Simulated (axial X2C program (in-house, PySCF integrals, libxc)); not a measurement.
**What spin–orbit coupling does to WBr⁻**

Computed with an in-house all-electron X2C program for linear molecules (integrals from PySCF). Spin-free means the one-electron spin-free X2C Hamiltonian; two-component (2c) means X2C with spin–orbit coupling and atomic mean-field two-electron Coulomb and Gaunt terms, so the difference of the two also holds small scalar two-electron terms. Basis: W dyall-acv3z [14s15p10d7f4g], Br dyall-acv3z [9s10p7d5f1g] (cores contracted in-house); Gaussian nuclei, density fitting, unrestricted open shells. Masses: W 183.951 u, Br 78.918 u.

Spin-free state: M_S = 2, Λ = 0 (beyond evenly filled blocks: π+α, π-α, δ+α, δ-α); fragments W + Br-.

| level | Re (Å) | ωe (cm⁻¹) | μ (D) |
| --- | --- | --- | --- |
| PBE0 | 2.506 | 198.3 | 1.23 |
| HF | 2.618 | 176.8 | 3.16 |
| CCSD | 2.571 | 185.6 | n/a |
| CCSD(T) | 2.567 | 185.1 | n/a |
| TPSS | 2.504 | 194.2 | 1.40 |

Correlated methods: 14 electrons correlated (number of frozen shells: W 5 s, 4 p, 2 d, 1 f; Br 3 s, 2 p, 1 d), 378 virtual spin orbitals or spinors in MP2, 90 natural virtuals in coupled cluster.

Dipoles are positive if Br is the positive end and refer to the centre of mass.

Two-component determinant lowest at the distance of the search:

Ω = 2 (⟨Sz⟩ = 2.00, ⟨Lz⟩ = 0.00 at HF); fragments W + Br-.

```
  level  Re (Å)  ωe (cm⁻¹)  μ (D)
   PBE0   2.505      198.3   1.26
     HF   2.620      176.0   2.60
   CCSD   2.566      187.9    n/a
CCSD(T)   2.562      187.7    n/a
   TPSS   2.504      193.9   1.46
```

Question: From the two tables, how do the constants change at the CCSD(T) level (2c against spin-free)?

Answer: At the CCSD(T) level Re goes down by 0.005 Å and ωe goes up by 2.6 cm⁻¹.

One determinant describes the state; a PBE0 search over occupations chose it and may have missed a lower one. De is not given where an atomic determinant may have missed its ground term or J level, or where the truncated virtual space spoils (T). Density functionals use the spin component along the axis (collinear). CCSD and (T) use frozen natural virtuals with an MP2 correction for the truncation; (T) itself is uncorrected, so its De runs slightly low. Other states lie close and PBE0, whose exact exchange favours high spin, may order them wrongly; the determinant shown need not be the ground state. The nearest other spin-free determinant of the search, M_S = 3, Λ = 0, lies 0.03 eV up at the distance of the search. Without a current term, density functionals place determinants with orbital angular momentum somewhat too high. With several unpaired electrons one determinant need not be a pure state. Open-shell Ω = 0 determinants with evenly filled partner blocks cannot be reached by this program, so the Ω shown need not be the lowest component. The highest occupied level of some functionals is positive through self-interaction error; at Hartree–Fock it is bound. The determinant is spin-polarised beyond a pure state at some levels (its spin-free form has ⟨S²⟩ too high), which makes Re and μ there less reliable. With the outer-core shells frozen, correlated bond lengths of heavy atoms tend to come out a few hundredths of an ångström too long.
